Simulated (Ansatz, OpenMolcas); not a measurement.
SiBrCl3 (bromotrichlorosilane): the energy, rung by rung

SiBrCl3: 5 atoms, total charge 0, spin state singlet. As SMILES, `Cl[Si](Cl)(Cl)Br`. The shape is that of a PBE0-D4/def2-TZVP optimisation.

```xyz
5

Cl   -0.8529   -0.2177    1.8216
Si    0.0034   -0.0426   -0.0032
Cl    1.6905   -1.1582   -0.0592
Cl   -1.2857   -0.7097   -1.4128
Br    0.4944    2.0544   -0.3879
```

Each level gives the energy change with the Si2–Cl3 bond stretched from 2.023 to 4.451 Å (eV). The values are calculated.

```tsv
level	kind	program	value (eV)	CPU time (all runs)
HF/cc-pVDZ (restricted)	Hartree–Fock	Ansatz	6.11	21 s
SVWN5/cc-pVDZ (restricted)	LDA	Ansatz	4.65	18 s
PBE/cc-pVDZ (restricted)	GGA	Ansatz	4.23	29 s
revPBE/cc-pVDZ (restricted)	GGA	Ansatz	4.06	30 s
TPSS/cc-pVDZ (restricted)	meta-GGA	OpenMolcas	6.45	2 min
wB97X/cc-pVDZ (restricted)	range-separated hybrid	Ansatz	5.75	2.4 min
B2PLYP/cc-pVDZ (restricted)	double hybrid	Ansatz	4.61	62 s
MP2/cc-pVDZ (restricted)	perturbation theory	OpenMolcas	5.23	22 s
```

All-electron rows without a relativistic Hamiltonian named are non-relativistic. The first shape isn't each level's own minimum. The values span 4.06 to 6.45 eV. In the correlated wave-function rows the outer d shell of Br is correlated, in sets not made for it. Times are those of the runs behind each value, whatever else they computed, on shared processors of several kinds: orders of magnitude only.
